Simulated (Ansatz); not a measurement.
Total energies of `N[Si](O)O` radical.

```xyz
8

N    -0.3591   -0.4919    1.2372
Si    0.1455    0.4060   -0.1154
O     1.4710   -0.4056   -0.6721
O    -1.1712    0.4168   -1.1113
H     0.3090   -0.8480    1.8997
H    -1.2724   -0.3560    1.6365
H     2.1069    0.1206   -1.1589
H    -1.2298    1.1581   -1.7157
```

Charge 0, multiplicity 2. The geometry is a stationary point of PBE0-D4/def2-TZVP. It is one conformer, not always the lowest. Basis def2-TZVPP, the Gaussian-basis code of Ansatz.

RPA on PBE orbitals: Hartree–Fock energy of these orbitals -495.59279 Eh, correlation -1.24736 Eh (frozen core).

```tsv
functional	energy without D4 (Eh)	D4 term (kJ/mol)
PBE	-496.91681	-13.7
BLYP	-497.24894	-30.8
r2SCAN	-497.16706	-3.2
B97M-V	-497.15760	–
PBE0	-496.94592	-11.4
B3LYP	-497.31417	-22.2
r2SCANh	-497.15277	-3.4
HSE06 (plane-wave form)	-496.93005	-10.5
BHLYP	-497.18743	-16.4
CAM-B3LYP	-497.23092	-11.4
LC-ωPBE	-497.08093	–
ωB97X-V	-497.17071	–
B2PLYP	-497.03553	–
PBE-QIDH	-496.83552	–
```

(1) Give the same for LDA (SPW92), revPBE, r2SCAN0, ωB97M-V. (An estimate is asked.)

B3LYP takes the VWN-RPA correlation (the form of Gaussian; ORCA's B3LYP/G). HSE06 is the plane-wave form, built on full-range PBE exchange. The double hybrids freeze the cores in their second-order part.

## Answers

(1) The calculation gave: 
| functional | energy without D4 (Eh) | D4 term (kJ/mol) |
| --- | --- | --- |
| LDA (SPW92) | -494.60130 | – |
| revPBE | -497.15982 | -44.2 |
| r2SCAN0 | -497.13229 | -3.7 |
| ωB97M-V | -497.20474 | – |

LC-ωPBE has ω = 0.4 bohr⁻¹.
